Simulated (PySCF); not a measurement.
Compound: C8H3F.
Numbering: `[CH:1]#[C:2][C:3]#[C:4][C:5]#[C:6]/[CH:7]=[CH:8]\[F:9]` (hydrogens: H10 on C1; H11 on C7; H12 on C8)

Cartesian coordinates in Å at the PBE0-D3(BJ)/def2-SVP level; atoms count from 1:
```
atom  x, y, z in Å
C1     5.023    0.109    0.974
C2     3.823    0.085    0.762
C3     2.481    0.062    0.525
C4     1.273    0.042    0.309
C5    -0.063    0.019    0.066
C6    -1.268    0.002   -0.155
C7    -2.645   -0.012   -0.453
C8    -3.626   -0.137    0.454
F9    -3.397   -0.268    1.744
H10    6.081    0.123    1.159
H11   -2.952    0.087   -1.499
H12   -4.690   -0.142    0.198
```

All values: wB97X-D/def2-SVPD (PySCF, non-relativistic), on one gas-phase PBE0-D3(BJ)/def2-SVP geometry that isn't relaxed in the solvent. The solvent is an IEF-PCM continuum (Bondi radii, 1.10 Å for H, scaled by 1.2). The model holds no explicit solvent molecules, cavitation or dispersion.

Gas phase at wB97X-D/def2-SVPD: HOMO -8.35 eV, LUMO -0.57 eV, dipole 1.68 D.

Question: What does the continuum do to the energy, the frontier levels and the dipole at wB97X-D/def2-SVPD in cyclohexane and methanol?

Answer: 
```
    solvent      ε  E(solvent) − E(gas) (kJ/mol)  polarisation term (kJ/mol)  distortion of the solute (kJ/mol)  HOMO (eV)  LUMO (eV)  dipole (D)
cyclohexane  2.017                         -8.40                       -9.15                               0.75      -8.37      -0.57        1.95
   methanol  32.61                        -21.87                      -27.11                               5.24      -8.43      -0.62        2.38
```

Polarisation term: ½ Σ q·V over the induced surface charges. Distortion: the rise of the solute's own energy as its density leaves the gas-phase optimum. From cyclohexane to methanol the lowering changes by a factor 2.60, Onsager's factor (ε − 1)/(2ε + 1) by 2.36 and ε itself by 16.2.

Question: Which radius a makes the point-dipole formula ΔE = −[(ε − 1)/(2ε + 1)]·μ²/a³ give the value in methanol, with the gas-phase dipole?

Answer: μ = 0.661 au and |ΔE| = 0.00833 Eh give a = 1.55 Å; the farthest nucleus lies 6.13 Å from the centroid of the nuclei, so such a sphere wouldn't even hold the nuclei. The formula assumes a rigid point dipole at the centre of a sphere.

Question: Give the dipole vector in the frame of the coordinates (D, pointing from negative to positive charge), gas and methanol.

Answer: Gas (-1.24, 0.08, -1.13), solvent (-1.88, 0.10, -1.46). Its length changes by +42 % and its direction by 5°.

Question: How does the static polarisability (wB97X-D/def2-SVPD, frozen core, with the continuum's full static response) change?

Answer: 
| medium | isotropic (au) | principal values (au) | ⟨r²⟩ of the electrons (bohr²) |
| --- | --- | --- | --- |
| gas | 129.6 | 54.2, 65.6, 269.1 | 2303.6 |
| cyclohexane | 149.3 | 59.8, 72.9, 315.3 | 2301.4 |
| methanol | 180.9 | 72.4, 87.5, 382.8 | 2297.8 |

The isotropic value in methanol is 1.40 times the gas-phase one; no cavity-field correction is applied. ⟨r²⟩ is taken about the centre of nuclear charge.

wB97X-D is run here without its empirical dispersion term; that term would change no orbital, density or response property at a fixed geometry.
